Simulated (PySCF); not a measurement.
Si³⁺ (silicon, charge +3) across methods

[Ne] 3s1, 2S determinant. Calculation: PySCF 2.14, in def2-TZVPPD (6s5p4d1f, 48 functions); no relativity, point nucleus.

| method | E (hartree) | mean ε 2p α (eV) | mean ε 2p β (eV) | mean ε 3s α (eV) | Σ⟨r²⟩ (bohr²) | ⟨S²⟩ |
| --- | --- | --- | --- | --- | --- | --- |
| M06 | -287.2354 | -138.19 | -137.97 | -41.374 | 6.862 | 0.750 |
| r2SCAN | -287.2196 | -134.24 | -133.98 | -40.576 | 6.895 | 0.750 |
| B3LYP | -287.2569 | -136.76 | -136.48 | -41.459 | 6.877 | 0.750 |
| LDA | -286.0702 | -132.31 | -132.03 | -40.445 | 6.890 | 0.750 |
| UHF | -286.81292 | -152.39 | -152.01 | -44.633 | 6.937 | 0.750 |
| M06-2X | -287.2247 | -142.73 | -142.59 | -43.141 | 6.883 | 0.750 |
| PBE0 | -287.1203 | -137.65 | -137.33 | -41.526 | 6.900 | 0.750 |
| PBE | -287.0903 | -132.30 | -131.99 | -40.337 | 6.901 | 0.750 |
| M06-L | -287.2404 | -134.36 | -134.14 | -40.217 | 6.840 | 0.750 |
